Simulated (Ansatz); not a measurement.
Consider the redistribution: `FC[BH][GeH2][AlH2]` + `BN=C` → `[AlH2][GeH3]` + `BN=CBCF`.

Isolated molecules relaxed with PBE0-D4/def2-TZVP in Ansatz; ΔE leaves out vibrations. CBS: MP2 limit from def2 TZ/QZ plus the TZ coupled-cluster correction, frozen cores. DFT in def2-TZVPP. For Ge outer-core shells are correlated without core-valence functions, which leaves a few kJ/mol of doubt a bond. Scalar relativity is left out up to krypton. One conformer a species, not always the lowest.

```
         level  ΔE (kcal/mol)
     r2SCAN-D4           -2.1
MP2/def2-TZVPP           -1.2
 MP2/CBS(def2)           -0.6
CCSD/CBS(def2)           -1.1
```

Problem. What does CCSD(T)/CBS give? (Best estimate.)

Solution. The calculation gave: -1.0 kcal/mol. The listed levels differ from it by -1.1, -0.2, 0.4, -0.1 kcal/mol.

Largest T1 diagnostic among the species: 0.016.

In def2-TZVPP, CCSD(T) changes the Hartree–Fock value by +2.5 kcal/mol (the triples alone add +0.1 kcal/mol) and MP2 by +2.8 kcal/mol.
